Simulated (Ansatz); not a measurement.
The lowest singlet and triplet of SiH2 (SMILES [SiH2]); geometries from B3LYP-D3(BJ)/def2-TZVP, each state relaxed from the structure named, with no frequency check.
Singlet (charge 0, multiplicity 1):
```tsv
atom	x (Å)	y (Å)	z (Å)
Si	-0.0004	0.1329	0.0000
H	-1.0880	-0.9336	0.0000
H	1.0942	-0.9264	0.0000
```
Triplet (charge 0, multiplicity 3):
```csv
atom,x (Å),y (Å),z (Å)
Si,-0.0003,0.0950,0.0000
H,-1.2738,-0.6683,0.0000
H,1.2775,-0.6611,0.0000
```

A positive gap puts the triplet lower; no zero-point energy. R- takes a restricted singlet. U- takes an unrestricted singlet (broken symmetry where lower, unprojected). The triplet is unrestricted in single-reference levels. Active spaces average the two states.

Correlated levels freeze the cores.

Codes used: Ansatz (an electronic-structure program). Values without a source in brackets are computed.

| level | gap E(singlet) − E(triplet), adiabatic (kJ/mol) |
|---|---|
| R-wB97X-V/def2-TZVPP | -90.7 |
| U-wB97M-V/def2-TZVPP | -101.2 |
| R-MP2/cc-pV(T+d)Z | -68.6 |
| R-CCSD(T)/cc-pV(D+d)Z | -79.5 |
| R-CCSD(T)/cc-pV(T+d)Z | -84.3 |
| U-CCSD(T)/cc-pV(Q+d)Z (spin-contaminated) | -83.9 |
| SA-CASSCF(6,6)/cc-pV(D+d)Z | [?] |
| FIC-MRCISD+Q on SA-CASSCF(6,6)/cc-pV(T+d)Z | -84.7 |
| FIC-MRCISD+Q on SA-CASSCF(6,6)/cc-pV(Q+d)Z | -85.2 |

### Question
Some entries are withheld; supply them.

### Answer

- SA-CASSCF(6,6)/cc-pV(D+d)Z, gap E(singlet) − E(triplet), adiabatic (kJ/mol): -64.5

Doubts at one or more of the structures used: a restricted determinant that unrestricted orbitals would lower (R-MP2/cc-pV(T+d)Z, R-CCSD(T)/cc-pV(D+d)Z, R-CCSD(T)/cc-pV(T+d)Z); T1 above 0.05 (U-CCSD(T)/cc-pV(Q+d)Z (spin-contaminated)).
